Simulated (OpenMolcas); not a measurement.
## Ionisation energies of oxygen

| Item | Value |
| --- | --- |
| Program | OpenMolcas 26.06 |
| Basis | ANO-RCC-VQZP [5s4p3d2f1g] |
| Scalar Hamiltonian | DKH2, point nucleus |
| Spin-orbit coupling | state interaction with AMFI integrals over the reference wave functions, term energies averaged over their components |

Active shells in each charge state: the valence s, p shells, with orbitals averaged over the low states. Where CASPT2's correlated closed shells are named, they are those of the first ion.

A. CASSCF
B. SS-CASPT2, IPEA 0.25 Eh, imaginary shift 0.1 Eh (closed shells correlated: 1s)
C. SS-CASPT2, IPEA 0 Eh, imaginary shift 0.1 Eh (closed shells correlated: 1s)
D. SS-CASPT2, IPEA 0.25 Eh, imaginary shift 0.1 Eh (closed shells correlated: none)

Energies in eV between the lowest computed levels, named as in B; reference values from the NIST Atomic Spectra Database with their kind.

| From | To | A | B | C | D | Spin-orbit share in B | Reference |
| --- | --- | --- | --- | --- | --- | --- | --- |
| O2+ 2s2 2p2 3P0 | O3+ 2s2 2p 2P* 1/2 | 53.708 | 54.752 | 54.806 | 54.702 | -0.004 | 54.936 (semi-empirical) |
| O3+ 2s2 2p 2P* 1/2 | O4+ 2s2 1S0 | 76.133 | 77.168 | 77.216 | 77.106 | +0.030 | 77.413 (measured) |
| O4+ 2s2 1S0 | O5+ 2s 2S 1/2 | 113.733 | 113.785 | 113.786 | 113.805 | +0.000 | 113.899 (measured) |
| O5+ 2s 2S 1/2 | O6+ 1s2 1S0 | 137.990 | 138.026 | 138.027 | 137.990 | +0.000 | 138.119 (semi-empirical) |

Steps that some method lacks are left out, and so are those with a state whose active s or d shell is doubly occupied in every root (s and p with five to eight electrons, d10) over a frozen core shell of the same l, since the two then mix freely.

Error against the reference values, in %:

| From | Reference | A | B | C | D |
| --- | --- | --- | --- | --- | --- |
| O2+ | semi-empirical | -2.2 | -0.3 | -0.2 | -0.4 |
| O3+ | measured | -1.7 | -0.3 | -0.3 | -0.4 |
| O4+ | measured | -0.1 | -0.1 | -0.1 | -0.1 |
| O5+ | semi-empirical | -0.1 | -0.1 | -0.1 | -0.1 |

Mean absolute error over the 2 measured values: A 0.72 eV, B 0.18 eV, C 0.16 eV, D 0.20 eV.

* marks odd parity.
